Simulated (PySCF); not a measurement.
H₄O₄Si, SMILES O[Si](O)(O)O. The structure is a stationary point at PBE0-D3(BJ)/def2-SVP. The isomer is the one that the SMILES or the coordinates give; other isomers of the formula were not compared. Other conformers were not sampled.

Computed equilibrium geometry at PBE0-D3(BJ)/def2-SVP (PySCF confirms it by a frequency run) as a Z-matrix, and its point group (one conformer of several):
point group S4.
```
Si
O 1 1.6480
H 2 0.9616 1 115.05
O 1 1.6480 2 106.22 3 33.27
H 4 0.9616 1 115.05 2 -157.56
O 1 1.6480 2 106.22 3 157.56
H 6 0.9616 1 115.05 2 -33.27
O 1 1.6480 2 116.20 3 -84.59
H 8 0.9616 1 115.05 2 -84.59
```
Charge 0, spin multiplicity 1.
